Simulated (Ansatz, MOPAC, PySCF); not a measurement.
Dimer: HF (SMILES F) (first 2 atoms) with C2H4 (SMILES C=C); geometry from B3LYP-D3(BJ)/def2-TZVP, rigid monomers moved along the line of their centres of mass till H2···C3 is 3.09 Å.
(charge 0, multiplicity 1):
```xyz
8

F     -0.23389     0.85647     0.58511
H     -0.16840     0.55536     1.46868
C     -0.48208    -0.03895     4.48313
C      0.56003    -0.79290     4.15037
H     -0.35943     0.98069     4.82786
H     -1.49639    -0.41600     4.43218
H      0.43795    -1.81556     3.81445
H      1.57494    -0.41882     4.21019
```

Counterpoise-corrected where a basis set is named; no monomer relaxation. Rows marked so take none.

Cores are frozen in the correlated methods. CBS(a, b) extrapolates the correlation energy as X⁻³ and adds the Hartree–Fock energy of set b. Rows in 3-21G, 6-31G*, STO-3G carry no dispersion term and start afresh at each structure (6-31G* with six Cartesian d functions). MP2/6-31G* freezes PySCF's default core. The state that PM7 reach isn't checked; PM7 holds dispersion and hydrogen-bond terms.

The values were computed with Ansatz (Gaussian orbitals); MOPAC for PM7 (differences of heats of formation); PySCF for 3-21G rows, 6-31G* rows, STO-3G rows, the dispersion terms. 

Other levels give for the interaction energy: PBE/def2-TZVPPD -10.2; B3LYP/def2-TZVPPD -8.9; B3LYP-D3(BJ)/def2-TZVPPD -11.1; wB97M-V/def2-TZVPPD -10.5; MP2/CBS(aug-cc-pVDZ, aug-cc-pVTZ) + ΔCCSD(T)/aug-cc-pVDZ -9.9 kJ/mol.

Common cheap choices:

```json
[
 {"level": "PM7", "interaction energy (kJ/mol)": "-4.1", "less -9.9 (MP2/CBS(aug-cc-pVDZ, aug-cc-pVTZ) + ΔCCSD(T)/aug-cc-pVDZ)": "5.8"},
 {"level": "HF/STO-3G (no counterpoise)", "interaction energy (kJ/mol)": "-2.6", "less -9.9 (MP2/CBS(aug-cc-pVDZ, aug-cc-pVTZ) + ΔCCSD(T)/aug-cc-pVDZ)": "7.3"},
 {"level": "HF/6-31G*", "interaction energy (kJ/mol)": "-9.7", "less -9.9 (MP2/CBS(aug-cc-pVDZ, aug-cc-pVTZ) + ΔCCSD(T)/aug-cc-pVDZ)": "0.2"},
 {"level": "HF/6-31G* (no counterpoise)", "interaction energy (kJ/mol)": "-12.1", "less -9.9 (MP2/CBS(aug-cc-pVDZ, aug-cc-pVTZ) + ΔCCSD(T)/aug-cc-pVDZ)": "-2.2"},
 {"level": "B3LYP/3-21G (no counterpoise)", "interaction energy (kJ/mol)": "-12.2", "less -9.9 (MP2/CBS(aug-cc-pVDZ, aug-cc-pVTZ) + ΔCCSD(T)/aug-cc-pVDZ)": "-2.2"},
 {"level": "B3LYP/6-31G*", "interaction energy (kJ/mol)": "-9.7", "less -9.9 (MP2/CBS(aug-cc-pVDZ, aug-cc-pVTZ) + ΔCCSD(T)/aug-cc-pVDZ)": "0.2"},
 {"level": "MP2/6-31G*", "interaction energy (kJ/mol)": "-9.4", "less -9.9 (MP2/CBS(aug-cc-pVDZ, aug-cc-pVTZ) + ΔCCSD(T)/aug-cc-pVDZ)": "0.5"},
 {"level": "MP2/6-31G* (no counterpoise)", "interaction energy (kJ/mol)": "-12.1", "less -9.9 (MP2/CBS(aug-cc-pVDZ, aug-cc-pVTZ) + ΔCCSD(T)/aug-cc-pVDZ)": "-2.2"}
]
```

Ansatz is a first-principles code.
